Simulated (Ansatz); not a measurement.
`C=C[Si](F)(F)F` + `N[SiH](O)O` → `O[SiH](O)N[Si](F)(F)F` + `C=C`  (ligand exchange at the Si–C bond)

Program: Ansatz. Geometries: PBE0-D4/def2-TZVP. ΔE: electronic, gas phase. CCSD(T)/CBS adds triple-zeta CCSD(T) − MP2 to the extrapolated MP2 energy (def2 sets, frozen cores). This one scheme is used for every species. DFT in def2-TZVPP. One conformer a species, not always the lowest.

```tsv
species	BHLYP energy (Eh)
`C=C[Si](F)(F)F`	-667.26633
`N[SiH](O)O`	-497.84565
`O[SiH](O)N[Si](F)(F)F`	-1086.57521
`C=C`	-78.56608
```

Work out ΔE.

ΔE = (-1086.57521) + (-78.56608) − (-667.26633) − (-497.84565) = -0.02931 Eh = -77.0 kJ/mol. CCSD(T)/CBS gives -74.4 kJ/mol.

Largest T1 diagnostic among the species: 0.012.

In def2-TZVPP, CCSD(T) changes the Hartree–Fock value by +7.2 kJ/mol (the triples alone add +1.3 kJ/mol) and MP2 by +7.3 kJ/mol. At CCSD(T), def2-SVP lies −6.9 kJ/mol from the extrapolated value and def2-TZVPP −1.0 kJ/mol. From PBE to PBE0 (25 % exact exchange), in def2-TZVPP and without D4, ΔE moves by −5.7 kJ/mol.
